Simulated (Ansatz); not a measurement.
Compare A (`CCBCC`) with its isomer B (`BCC(C)C`).

Computed with Ansatz on PBE0-D4/def2-TZVP structures; ΔE is electronic, products minus reactants. CCSD(T)/CBS adds triple-zeta CCSD(T) − MP2 to the extrapolated MP2 energy (def2 sets, frozen cores). Functionals use def2-TZVPP. B3LYP here is the variant with VWN-RPA as its local correlation; programs differ in this. Each species was taken in one conformer, which may not be the lowest.

Problem. Which isomer does CCSD(T)/CBS put lower? Give the gap. (Best estimate.)

Solution. The calculation gave: A, by 32.7 kJ/mol.

Problem. Give E(B) − E(A) in kJ/mol with r2SCAN-D4, B3LYP, MP2/def2-TZVPP, CCSD(T)/def2-TZVPP, B2PLYP, CCSD/def2-TZVPP, BLYP-D4. (Best estimate.)

Solution. The calculation gave: r2SCAN-D4 39.1, B3LYP 43.3, MP2/def2-TZVPP 30.1, CCSD(T)/def2-TZVPP 31.9, B2PLYP 38.1, CCSD/def2-TZVPP 33.0, BLYP-D4 38.2. None reverses the order clearly.

Problem. Does the order hold for the free energy at 298.15 K (harmonic terms from PBE0-D4)? (An estimate is asked.)

Solution. The calculation gave: Yes: G(B) − G(A) = +32.2 kJ/mol, for one conformer each.

Largest T1 diagnostic: 0.009.

The D4 term adds −5.4 kJ/mol with B3LYP and −2.9 kJ/mol with PBE0; it sums over pairs of atoms, weighted by their polarisabilities, and B3LYP, whose exchange is more repulsive, gets the larger term. Leaving LDA and LC-ωPBE aside and taking each functional with its dispersion term where it has one, the values, not all of them listed here, spread over 6.6 kJ/mol, from ωB97X-V to PBE-D4. LDA lies −6.6 kJ/mol from PBE without D4.
